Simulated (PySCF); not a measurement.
## Ionisation energy of Ni+ by level of theory

Ni+ [Ar] 3d9 (2D) → Ni(2+) [Ar] 3d8 (3F), as a difference of total energies. All numbers are calculated (PySCF 2.14, the spin-free X2C one-electron Hamiltonian (Gaussian nucleus), in aug-cc-pVTZ-DK (8s7p5d3f2g, 93 functions)). Correlated levels: valence: [Ar] frozen. The calculations carry no spin-orbit coupling.

**Question.** Order these methods by the ionisation energy they give, lowest first.
A. CCSD(T) (valence)
B. CCSD (valence)
C. SCS-MP2 (valence)
D. UHF

**Answer.** D (15.001 eV), B (17.548 eV), A (17.771 eV), C (18.039 eV).

The reference lies between the lowest fine-structure levels, while these numbers refer to the centres of the terms.

Errors of the correlated levels include the incompleteness of this basis and the frozen core.

For comparison: 18.169 eV (measured; NIST Atomic Spectra Database, ionization energies).
